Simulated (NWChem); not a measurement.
Molecule: C5H3F; SMILES C#CC(F)C#C

```xyz
9

C      0.9292    -0.1720    -2.2246
C      0.3139     0.0728    -1.2133
C     -0.4399     0.4025     0.0000
F     -1.6557    -0.2408     0.0000
C      0.3139     0.0728     1.2133
C      0.9292    -0.1720     2.2246
H      1.4795    -0.3979    -3.1199
H     -0.6451     1.4900     0.0000
H      1.4795    -0.3979     3.1199
```
Atoms are numbered in this order, from 1.

STO-3G and 3-21G are far too small for this property and stand as cheap habits. The geometry was optimised at PBE0/def2-SVP.

Question: Give the principal values of the shielding tensors (ppm) of C1, C2, C3, F4 from Hartree-Fock/STO-3G, GIAO (NWChem), with their diamagnetic and paramagnetic parts as GIAO splits them.

Answer: 
| atom | σ11 | σ22 | σ33 | isotropic | diamagnetic | paramagnetic |
|---|---|---|---|---|---|---|
| C1 | 124.1 | 129.4 | 244.8 | 166.1 | 264.2 | -98.1 |
| C2 | 121.3 | 126.5 | 307.8 | 185.2 | 264.2 | -79.1 |
| C3 | 174.0 | 183.5 | 223.9 | 193.8 | 247.6 | -53.8 |
| F4 | 448.0 | 474.9 | 492.2 | 471.7 | 455.2 | 16.5 |
